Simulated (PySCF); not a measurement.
## LiHg⁺: one state, many levels of theory

State: ¹Σ⁺ (singlet), closed shell. Set-up: basis Li def2-SVPD, Hg def2-SVPD with ECP60; scalar-relativistic core potentials; PySCF 2.14. De refers to Li⁺ + Hg in their ground configurations, without counterpoise correction. A positive dipole points towards Hg; it is taken about the centre of mass and depends on that origin.

```tsv
Level	Re (Å)	ωe (cm⁻¹)	De (eV)	μ (D)
RHF-MP2	2.694	253	0.475	n/a
RHF-SCS-MP2	2.705	250	0.476	n/a
RHF-CCSD	2.722	250	0.51	n/a
RHF-CCSD(T)	2.721	250	0.51	n/a
PBE	2.680	255	0.56	-9.34
BP86	2.709	243	0.491	-9.57
r²SCAN	2.698	250	0.51	-9.45
PBE0	2.686	257	0.56	-9.27
M06	2.820	214	0.51	-10.13
BHandHLYP	2.694	257	0.57	-9.21
```

(1) Which functional lies closest to RHF-CCSD(T) in De, which farthest, and by how much do they differ from it?

(2) What does a quarter of exact exchange do here, going from PBE to PBE0?

(3) What does the step from GGA to meta-GGA do here, going from PBE to r²SCAN?

Correlated steps freeze no core orbitals. Closed-shell solutions of metal pairs were not tested for spin polarisation, which can lower them a little. Correlated levels converge slowly with the basis: in double zeta they bind strong bonds too weakly, by up to about 1 eV, and carry superposition errors of some tenths. Spin–orbit coupling is left out. For an ion De counts to the pair picked by the measured ionisation energies or electron affinities, which need not be the lowest pair at this level.

The whole job (state search and all levels along the bond) took about 1 min on 1 thread of Intel Xeon Platinum 8259CL @ 2.50GHz (shared host), peak memory 0.52 GiB.

Results:

(1) Closest is r²SCAN (-2.3 pm in Re, +0.0 % in ωe, +0.00 eV in De against RHF-CCSD(T) in the same basis), farthest BHandHLYP (-2.7 pm in Re, +2.8 % in ωe, +0.06 eV in De). CCSD(T) converges more slowly with the basis than the functionals do and binds too weakly in this one, so the order can change at the basis-set limit.

(2) PBE0 less PBE: +0.6 pm in Re, +0.8 % in ωe, +0.00 eV in De. Exact exchange removes part of the self-interaction that spreads semilocal densities, and in most molecules shortens and stiffens the bond and lowers De; here Re goes the other way.

(3) r²SCAN less PBE: +1.8 pm in Re, -2.0 % in ωe, -0.05 eV in De.
